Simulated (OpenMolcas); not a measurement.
## Ar³⁺: effect of the IPEA shift

```
Program             : OpenMolcas 26.06
Basis               : ANO-R2 [5s4p3d1f]
Scalar Hamiltonian  : X2C, finite nucleus
Active space        : 5 electrons in 9 orbitals (RAS2 3s 3p; RAS3 3d, at most 2 electrons)
State averaging     : 2S+1 = 4 odd, 1 root; 2S+1 = 2 odd, 11 roots; 2S+1 = 4 even, 3 roots; 2S+1 = 2 even, 9 roots
Spin-orbit coupling : RASSI with atomic mean-field integrals over the reference wave functions, term energies averaged over their components
```

Methods on the same reference wave functions:
A. RASSCF
B. MS-RASPT2, IPEA 0.25 Eh, imaginary shift 0.1 Eh (closed shells correlated: 2s 2p)
C. MS-RASPT2, IPEA 0.5 Eh, imaginary shift 0.1 Eh (closed shells correlated: 2s 2p)

Energies in cm-1 above 3s2 3p3 4S* 3/2, the measured ground level; measured values from Saloman, J. Phys. Chem. Ref. Data 39, 033101 (2010).

```tsv
Level	A	B	C	Measured
3s2 3p3 4S* 3/2	0.0	0.0	0.0	0.0
3s2 3p3 2D* 3/2	24895	21920	21970	21091
3s2 3p3 2D* 5/2	24999	22030	22070	21220
3s2 3p3 2P* 1/2	39029	36120	36190	34855
3s2 3p3 2P* 3/2	39139	36230	36310	35032
3s 3p4 4P 5/2	117444	117520	117550	117563
3s 3p4 4P 3/2	118304	118390	118410	118516
3s 3p4 4P 1/2	118796	118880	118900	119043
3s 3p4 2D 3/2	150480	148120	148260	145921
3s 3p4 2D 5/2	150520	148170	148300	145999
```

Deviations, from unrounded energies. A percentage is the sum of absolute deviations over the sum of measured energies, with the sign that they share, or ± where signs differ.

```tsv
Against measurement	Levels	A	B	C
mean absolute deviation (cm-1)	9	2800	980	1000
other terms of the ground configuration (%)	4	+14.1	+3.7	+3.9
other configurations (%)	5	±1.5	±0.7	±0.8
```

B, C lie about equally close to measurement and A furthest from it. The largest miss of B in the table is 3s 3p4 2D 3/2, by +2200 cm-1. The ranking rests on the paired levels alone, and a cruder setting can come out closer through cancelling errors.

Between B and C the level of the table that moves most is 3s 3p4 2D 3/2, by 130 cm-1 (lowest in B, highest in C). Moves below CASPT2's spread within the term are not significant.

The mean deviations of B to C differ by less than CASPT2's widest spread within a term (140 cm-1), so their order carries little weight.

From A to B the spin-free energies of the other terms of 3s2 3p3 shown, above 4S*, scale by factors of 0.88 to 0.93.

The lowest spin-free term lies below A's lowest term by 0.213 hartree in B, 0.212 hartree in C.

CASPT2 does not keep the components of a term degenerate, so their means are used; among the terms shown or strongly mixed into the levels shown the widest spread is 140 cm-1 (3s 3p4 2D, C). The run also gave levels led by 3s2 3p2 3d, which use shells meant for correlation; these and all levels above them are left out. Some terms mix strongly with configurations of 3d, whose occupation reaches 0.28 (3s 3p4 4P, 3s 3p4 2D). Computed and measured levels are paired by configuration, term and J; levels that our copy of the source lacks, or whose pairing is in doubt (as where it misses far off the trend of its configuration), stay unpaired and out of the deviations. Levels of configurations outside the active space are missing. The table leaves out levels that lie high or whose names do not pair safely across all columns.

* marks odd parity.
